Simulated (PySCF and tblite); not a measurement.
C7H11N, numbered as in [N:1]#[C:2][CH:3]1[CH2:4][CH2:5][CH2:6][CH2:7][CH2:8]1. Geometries PBE0-D3(BJ)/def2-SVP; weights from PBE0-D3(BJ)/def2-TZVP energies and GFN2-xTB thermal corrections, with symmetry numbers and mirror pairs. Conformers within 4 kcal/mol (GFN2-xTB free energy) were kept, 5 at most. GIAO shieldings: PBE0/pcSseg-1. Shifts are against TMS (¹H), TMS (¹³C), NH3 (¹⁵N) at the same level. (PySCF 2.14, tblite 0.8.)

The 6-ring runs over atoms 3–4–5–6–7–8.

```csv
conformer,shape,point group,mirror pair,ΔE(DFT),Δ(G−E) at 260 K,δ H3 (ppm)
1,6-ring chair (C2 axial),Cs,no,0.00,0.00,2.44
2,6-ring chair (all substituents equatorial),Cs,no,0.04,-0.09,1.86
```

Energies in kcal/mol; the thermal term leaves out symmetry numbers and mirror images.

Q: Work out the weights at 260 K and the ¹H shift of H3 under fast exchange.

A: RT = 0.517 kcal/mol. Each conformer gets RT ln(σ/g), with σ the rotational symmetry number and g = 2 for a mirror pair: 1: σ = 1, g = 1, G = 0.00 + 0.00 + 0.00 = 0.00, 0.05 above the lowest, exp(−ΔG/RT) = 0.900; 2: σ = 1, g = 1, G = 0.04 − 0.09 + 0.00 = -0.05, 0.00 above the lowest, exp(−ΔG/RT) = 1.000. The sum is 1.900, so the weights are 47.4, 52.6 %. The averaged shift is 2.13 ppm. At 298.15 K it is 2.13 ppm. At 298.15 K the leading conformer alone gives 1.86 ppm and bare DFT energies give 2.16 ppm.


¹⁵N shifts are against a computed isolated NH3 molecule, about 20 ppm from the liquid.